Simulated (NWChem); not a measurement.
Species: BPH4; SMILES BP

```xyz
6

B      0.0073    -1.2999     0.0000
H     -0.0518    -1.8932    -1.0489
H     -0.0518    -1.8932     1.0489
P     -0.0886     0.5535     0.0000
H      0.6984     0.9916    -1.0942
H      0.6984     0.9916     1.0942
```
Atoms are numbered in this order, from 1.

Computed with NWChem. Pople sets run with spherical d functions. Medium grid unless said otherwise, to which SCAN and Minnesota functionals are sensitive. Structure relaxed at the PBE0/def2-SVP level.

Question: Order these by “highest occupied level (eV)”, lowest first: M06-L/6-31G*; r2SCAN0/6-31G*; B3LYP/6-31G*; PBE/6-31G*; BHandHLYP/6-31G*.

Answer: BHandHLYP/6-31G* (-8.27), r2SCAN0/6-31G* (-7.55), B3LYP/6-31G* (-7.13), M06-L/6-31G* (-6.57), PBE/6-31G* (-6.32)
